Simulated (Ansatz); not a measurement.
## Nudged elastic band run: CH8BFGeSi

Input:

```yaml
crystal:
  periodic: [false, false, false]
  atoms:
    - { symbol: B, position_ang: [-0.282023, 2.036708, -0.1543] }
    - { symbol: C, position_ang: [-1.215061, 0.846413, 0.166947] }
    - { symbol: Si, position_ang: [-0.552808, -0.772719, -0.554939] }
    - { symbol: F, position_ang: [-1.659385, -1.929002, -0.206809] }
    - { symbol: Ge, position_ang: [1.519877, -1.423641, 0.438988] }
    - { symbol: H, position_ang: [0.638029, 2.314224, 0.578547] }
    - { symbol: H, position_ang: [-0.414659, 2.671872, -1.173269] }
    - { symbol: H, position_ang: [-2.218026, 0.936746, -0.286787] }
    - { symbol: H, position_ang: [-1.304136, 0.638133, 1.247401] }
    - { symbol: H, position_ang: [-0.455089, -0.687232, -2.039718] }
    - { symbol: H, position_ang: [1.946438, -2.835502, -0.010585] }
    - { symbol: H, position_ang: [2.622138, -0.42071, 0.032088] }
    - { symbol: H, position_ang: [1.395106, -1.410188, 1.977236] }
basis:
  gaussian: { orbitals: def2-SVP }
hamiltonian:
  xc: b3lyp
  dispersion: d4
neb:
  order_check: false
  images: 9
  f_tol: 0.03
  max_iterations: 60
  initial_path: idpp
  final_atoms:
    - { symbol: B, position_ang: [-0.38653297, 1.99595951, 0.15432958] }
    - { symbol: C, position_ang: [-1.29376251, 0.74377058, 0.14963061] }
    - { symbol: Si, position_ang: [-0.46091301, -0.71720954, -0.7180732] }
    - { symbol: F, position_ang: [-1.50403227, -1.97675123, -0.62982322] }
    - { symbol: Ge, position_ang: [1.57089801, -1.36577735, 0.35957202] }
    - { symbol: H, position_ang: [0.4278043, 2.16135407, 1.03208381] }
    - { symbol: H, position_ang: [-0.43215117, 2.80162128, -0.74455549] }
    - { symbol: H, position_ang: [-2.23786098, 0.88005858, -0.40619058] }
    - { symbol: H, position_ang: [-1.50179514, 0.35705957, 1.16281348] }
    - { symbol: H, position_ang: [-0.25429189, -0.42336911, -2.16428949] }
    - { symbol: H, position_ang: [1.33345902, -1.57309539, 1.86985391] }
    - { symbol: H, position_ang: [2.13729578, -2.67056046, -0.23458202] }
    - { symbol: H, position_ang: [2.62228383, -0.24795849, 0.18403058] }
```

Launched with:

```bash
$ ansatz run input.yaml --threads 2 --pin off --max-ram 3072MiB --backend cpu --events-out ev --progress --plain --runs-dir out
```

Output, in part (warnings, iteration lines, the closing report on the highest movable image, with atoms numbered from 0):

```
NEB end point (image 0): max|allowed force component| = 1.210e-2 eV/Å (the criterion of neb.relax_end_points is 1.000e-2)
NEB end point (image 10): max|allowed force component| = 9.745e-3 eV/Å (the criterion of neb.relax_end_points is 1.000e-2)
NEB iter   1: max|band force component| = 1.262e0 eV/Å  barrier→ = 0.1567 eV  barrier← = 0.1570 eV  Δτ_max = 0.2000 Å  (288 SCF iters)
NEB iter   2: max|band force component| = 3.428e-1 eV/Å  barrier→ = 0.0824 eV  barrier← = 0.0827 eV  CI = image 5  Δτ_max = 0.0920 Å  (248 SCF iters)
NEB iter   3: max|band force component| = 1.875e-1 eV/Å  barrier→ = 0.0434 eV  barrier← = 0.0437 eV  CI = image 5  Δτ_max = 0.0312 Å  (253 SCF iters)
NEB iter   4: max|band force component| = 8.795e-2 eV/Å  barrier→ = 0.0405 eV  barrier← = 0.0409 eV  CI = image 5  Δτ_max = 0.0102 Å  (245 SCF iters)
NEB iter   5: max|band force component| = 2.698e-2 eV/Å  barrier→ = 0.0397 eV  barrier← = 0.0400 eV  CI = image 5  Δτ_max = 0.0000 Å  (464 SCF iters)
Total energy: -68947.00065696 eV, -2533.7555401877 hartree
Atom 0 at    -0.749081     1.873347     0.509327 Å, force     0.011236     0.003469    -0.004426 eV/Å
Atom 1 at    -1.392415     0.488961     0.265710 Å, force    -0.007893    -0.009532     0.020835 eV/Å
Atom 2 at    -0.321322    -0.605267    -0.844245 Å, force     0.016887     0.016528    -0.011190 eV/Å
Atom 3 at    -1.154735    -1.995297    -1.074755 Å, force    -0.010057    -0.015595    -0.002762 eV/Å
Atom 4 at     1.788228    -1.176439     0.146272 Å, force     0.008056    -0.006487    -0.000724 eV/Å
Atom 5 at     0.010785     2.046469     1.432206 Å, force     0.000286     0.005081     0.000119 eV/Å
Atom 6 at    -0.944863     2.791064    -0.251442 Å, force    -0.007859    -0.003791     0.000082 eV/Å
Atom 7 at    -2.350606     0.541923    -0.281190 Å, force     0.000407    -0.001389    -0.000705 eV/Å
Atom 8 at    -1.515866    -0.104107     1.188987 Å, force     0.003031     0.005671    -0.002940 eV/Å
Atom 9 at    -0.148141     0.021193    -2.184975 Å, force    -0.001293     0.004991    -0.001044 eV/Å
Atom 10 at     1.836240    -2.682407     0.476155 Å, force    -0.002853     0.005495     0.001730 eV/Å
Atom 11 at     2.949225    -0.851713    -0.818461 Å, force    -0.001587    -0.002346     0.007089 eV/Å
Atom 12 at     2.012952    -0.382624     1.451210 Å, force    -0.008361    -0.002095    -0.006063 eV/Å
Dipole moment:    -0.008854     0.120869     0.070766 e Å
```

It converged. A vibrational analysis at the climbing image gives one clearly imaginary mode, 85i cm⁻¹: a first-order saddle point.

Final band (atoms are numbered from 1 in the order of the input):

```tsv
image	path coordinate (Å)	energy (kJ/mol)	dihedral F4–Si3–Ge5–H11 (°)
0	0.00	0.0	55
1	0.48	0.3	43
2	0.96	1.3	31
3	1.45	2.5	19
4	1.93	3.5	7
5	2.41	3.8	-6
6	2.90	3.4	-18
7	3.39	2.4	-31
8	3.88	1.2	-43
9	4.37	0.3	-55
10	4.85	0.0	-66
```

Time of the run: 88 s on 2 threads of AMD EPYC 9R45 96-Core Processor (Zen 5), on a shared host, peak memory 0.4 GiB.
